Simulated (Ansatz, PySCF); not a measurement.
Molecule: C₃H₉OSi (charge 0, doublet). It need not be the lowest isomer of its formula. 
Geometry from a B3LYP-D3(BJ)/def2-TZVP (Ansatz, a quantum-chemistry and plane-wave program) optimisation:
```
Si
O 1 1.6620
C 1 1.8718 2 111.70
H 3 1.0912 1 110.97 2 56.21
H 3 1.0920 4 108.04 1 121.91
H 3 1.0930 4 108.36 5 116.42
C 1 1.8718 2 111.70 3 -124.41
H 7 1.0912 1 110.97 2 -56.21
H 7 1.0920 8 108.04 1 -121.91
H 7 1.0930 8 108.36 9 -116.42
C 1 1.8898 2 100.51 3 117.79
H 11 1.0893 1 111.22 2 -60.90
H 11 1.0893 12 109.08 1 -123.04
H 11 1.0937 12 108.85 13 -118.63
```
Charge 0, spin multiplicity 2.

Dipole moments at this geometry, in debye (magnitudes).

```csv
level,program,dipole (D)
HF/def2-TZVPD,PySCF,1.98
PBE/def2-TZVPD,Ansatz,2.76
BLYP/def2-TZVPD,Ansatz,2.78
revPBE/def2-TZVPD,Ansatz,2.69
B97M-V/def2-TZVPD,Ansatz,2.36
B3LYP/def2-TZVPD,Ansatz,2.42
TPSSh/def2-TZVPD,PySCF,2.40
r2SCAN0/def2-TZVPD,Ansatz,2.22
M06-2X/def2-TZVPD,PySCF,[?]
CAM-B3LYP/def2-TZVPD,Ansatz,2.29
LC-wPBE/def2-TZVPD,Ansatz,2.20
wB97M-V/def2-TZVPD,Ansatz,2.21
wB97X-V/def2-TZVPD,Ansatz,[?]
```

Task: What belongs in the gaps?

Result: 
- M06-2X/def2-TZVPD, dipole (D): 2.19
- wB97X-V/def2-TZVPD, dipole (D): 2.23
